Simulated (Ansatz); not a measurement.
Compare A (`O[SiH2]N[SiH2][SiH3]`) with its isomer B (`[SiH3]N[SiH2]O[SiH3]`).

Gas-phase electronic energies from Ansatz, PBE0-D4/def2-TZVP geometries. CCSD(T)/CBS is the MP2 limit (def2-TZVPP, def2-QZVPP) plus CCSD(T) − MP2 in def2-TZVPP, frozen cores. Functionals use def2-TZVPP. One conformer a species, not always the lowest.

A:

```xyz
14

O     2.7180   -0.1891   -0.8481
Si    1.4995    0.8810   -0.5764
N     0.7177    0.7128    0.9432
Si   -0.8294    0.0221    1.3054
Si   -1.8258   -0.8817   -0.6124
H     2.4962   -1.1214   -0.8655
H     0.4220    0.7228   -1.5886
H     2.1710    2.1958   -0.6723
H     1.2541    1.0137    1.7469
H    -0.6876   -1.0703    2.3124
H    -1.7518    1.0269    1.9090
H    -0.8988   -1.8217   -1.3021
H    -2.2614    0.1588   -1.5798
H    -3.0237   -1.6497   -0.1718
```

B:

```xyz
14

Si    0.904    0.340   -1.979
N    -0.412    0.956   -1.043
Si   -0.431    1.265    0.645
O    -0.776   -0.058    1.546
Si   -0.411   -1.641    1.731
H     2.035    0.136   -1.038
H     1.317    1.283   -3.053
H     0.559   -0.955   -2.626
H    -1.300    1.045   -1.518
H     0.915    1.750    1.032
H    -1.491    2.257    0.933
H    -1.523   -2.298    2.459
H     0.847   -1.789    2.509
H    -0.234   -2.290    0.404
```

(1) Which is lower in electronic energy at CCSD(T)/CBS, and by how much? (An estimate is asked.)

(2) Give E(B) − E(A) in kJ/mol with CCSD/def2-TZVPP, HF/def2-TZVPP, MP2/def2-TZVPP, PBE0-D4, ωB97M-V, PBE-D4, CCSD(T)/def2-TZVPP. (Estimate.)

Largest T1 diagnostic: 0.012.

Results:

(1) Ansatz gave: B, by 106.3 kJ/mol.

(2) Ansatz gave: CCSD/def2-TZVPP -110.7, HF/def2-TZVPP -137.5, MP2/def2-TZVPP -113.7, PBE0-D4 -87.5, ωB97M-V -107.3, PBE-D4 -78.3, CCSD(T)/def2-TZVPP -106.4. None reverses the order clearly.

In def2-TZVPP, CCSD(T) changes the Hartree–Fock value by +31.1 kJ/mol (the triples alone add +4.3 kJ/mol) and MP2 by +23.9 kJ/mol. From PBE to PBE0 (25 % exact exchange), in def2-TZVPP and without D4, E(B) − E(A) moves by −9.0 kJ/mol.
